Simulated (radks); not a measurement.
Results of a calculation; reference values are marked as such.
Q: These are the eigenvalues of the occupied orbitals of an atom or ion with whole-number occupations (eV). Code: a radial shooting solver on a logarithmic mesh with Libxc functionals. Model: Dirac Kohn-Sham, PBE, spin-unpolarised, spherical densities, finite nucleus; Fermi nuclear charge, rms radius of each element as measured or else 0.836 A^(1/3) + 0.57 fm.

1s1/2: -60.4144

Which element is it, and in what charge state? The configuration may be excited. Open shells, if any, fill j = l - 1/2 first.

A: Z = 3, lithium, charge +1: Li+ in [He]. The 1s level, -2.2202 hartree, gives Z - s = 2.1 by -(Z - s)^2/2, which with screening and relativity narrows Z to a few neighbours, and the depths must fix Z and the occupations together.
